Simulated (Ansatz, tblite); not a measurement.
Cost and result up the ladder for trans-PdH2(NH3)2 (PdN2H8) (11 atoms). Charge 0, multiplicity 1. Geometry: r2SCAN-D4/def2-SVP.

```
atom   x (Å)   y (Å)   z (Å)
 Pd1  -0.002   0.000  -0.003
  H2  -0.713  -0.076  -1.490
  N3   1.195   1.532  -0.665
  H4   1.512   2.127   0.099
  H5   0.717   2.109  -1.356
  H6   2.022   1.137  -1.115
  H7   0.708   0.075   1.485
  N8  -1.196  -1.531   0.664
  H9  -1.973  -1.140   1.198
 H10  -0.683  -2.155   1.286
 H11  -1.587  -2.079  -0.102
```

Ansatz on 4 threads of Arm Neoverse V1 on a shared host; xTB runs through tblite on one thread. Times are rough, summed over both states, and most runs start from the orbitals of an earlier one. PBE0-D4/def2-TZVP serves as the yardstick here, not as an exact answer. The other state is a doublet.

In the def2 sets Pd takes a core potential; there is no spin–orbit coupling. The xTB rows come from tblite. Correlated methods freeze 2 core orbitals; core or outer-core shells of Pd are correlated, in sets that lack core-valence functions. HOMO above LUMO, or a gap near zero within one spin, warns that the state may not be the lowest or that an electron is smeared out.

Run but left out: MP2/def2-TZVP (charge +1 doublet: ⟨S²⟩ 1.00, where a pure state has 0.75).

Correlated methods converge slowly with the basis.

Raw xTB energies of ions are shifted by several eV.

```tsv
level	functions	wall time	vertical IE (eV)	difference from PBE0-D4/def2-TZVP (eV)	remarks
GFN2-xTB	25	0.007 s	12.03	4.71	–
GFN1-xTB	33	0.01 s	13.09	5.77	–
PBE0-D4/def2-TZVP	150	5.6 s	7.32	0.00	–
r2SCAN-D4/def2-TZVP	150	8.6 s	7.31	-0.01	–
PBE-D4/def2-TZVP (with forces)	150	10 s	7.31	-0.01	gap within one spin near zero (+1 doublet)
CCSD(T)/def2-TZVP	150	4.1 min	7.23	-0.09	spin-contaminated (⟨S²⟩ 1.00) (+1 doublet), test for broken spin undecided (singlet)
```
